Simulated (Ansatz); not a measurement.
Mulliken charges of Cl3HMoO2, SMILES `[O]=[Mo]([OH])([Cl])([Cl])[Cl]` from PBE/def2-TZVPP in Ansatz (PBE0-D4/def2-TZVP geometry).

```tsv
atom	x (Å)	y (Å)	z (Å)	charge (e)
O1	-1.871	-0.166	0.365	-0.340
Mo2	-0.327	0.049	-0.148	1.064
O3	0.619	-0.893	1.136	-0.331
Cl4	0.153	-1.585	-1.664	-0.208
Cl5	-0.648	1.445	-1.928	-0.173
Cl6	0.573	1.921	0.864	-0.236
H7	1.562	-0.840	1.329	0.223
```

Q: By hand: the dipole of these point charges (1 e Å = 4.8032 D).

A: Σ q r = (0.377, -0.157, 0.115) e Å, of length 0.424 e Å = 2.04 D.

Q: How does the dipole of the full density compare? (Estimate.)

A: Computed: (0.398, -0.207, 0.194) e Å, 2.35 D; the point charges give 0.87 times that, at 9° from its direction.

Point charges leave out the atoms' own dipoles, such as those of lone pairs, and Mulliken's split depends on the basis, so the close match here is no proof of good charges.
